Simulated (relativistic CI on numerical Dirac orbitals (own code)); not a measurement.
Hyperfine structure of Pr⁵⁷⁺, mass number 141

Method of calculation: Dirac-Coulomb-Breit CI, separate exchange-only KLI orbitals for each configuration, QED by a radiative potential, unscaled Slater integrals (own radial code, finite nucleus).

Configuration list: 1s2, 1s.2s, 1s.2p, 1s.3s, 1s.3p, 1s.3d, 1s.4s, 1s.4p, 1s.4d, 1s.4f, 1s.5s, 1s.5p, 1s.5d, 1s.5f, 1s.5g, 1s.6s, 1s.6p, 1s.6d, 2s2. Levels of other configurations are missing.

Nuclear spin I = 5/2, μ = 4.266 μN, Q = -0.0589 b (tables of Stone and Pyykkö). The electronic factors are computed for point nuclear moments, without core polarisation or the Bohr-Weisskopf and QED corrections.

```json
{"Level": "1s.2s 3S_1", "E (Ry)": "2668.21", "A (GHz)": "67630", "B (GHz)": "0.00098"}
{"Level": "1s.2p 3P°_1", "E (Ry)": "2674.56", "A (GHz)": "62060", "B (GHz)": "2.38"}
{"Level": "1s.2p 3P°_2", "E (Ry)": "2716.69", "A (GHz)": "30300", "B (GHz)": "-50.7"}
{"Level": "1s.2p 1P°_1", "E (Ry)": "2719.55", "A (GHz)": "-28700", "B (GHz)": "-27.4"}
{"Level": "1s.3s 3S_1", "E (Ry)": "3175.27", "A (GHz)": "61930", "B (GHz)": "0.00126"}
{"Level": "1s.3p 3P°_1", "E (Ry)": "3176.99", "A (GHz)": "60270", "B (GHz)": "0.647"}
{"Level": "1s.3p 3P°_2", "E (Ry)": "3189.52", "A (GHz)": "29930", "B (GHz)": "-15.7"}
{"Level": "1s.3d 3D_2", "E (Ry)": "3190.17", "A (GHz)": "29880", "B (GHz)": "-3.1"}
```

Levels with J = 0, under 50 % of one LS term, or S terms without an open s electron are left out. Small factors come from cancelling terms and can be off by tens of per cent or more.

At this charge energies of transitions that change n are usually good to better than 1 %, and those within a shell (Δn = 0) to a few per cent.

Give the hyperfine levels of 1s.2s 3S_1 relative to its centre of gravity.

With K = F(F + 1) − I(I + 1) − J(J + 1), E = AK/2 + B[¾K(K + 1) − I(I + 1)J(J + 1)]/[2I(2I − 1)J(2J − 1)]: F = 3/2: -236700, F = 5/2: -67630, F = 7/2: 169100 GHz.

LS names give the leading component of a level, which can be under half, so a name can repeat, a term be missing and a line seem to break the LS rules.
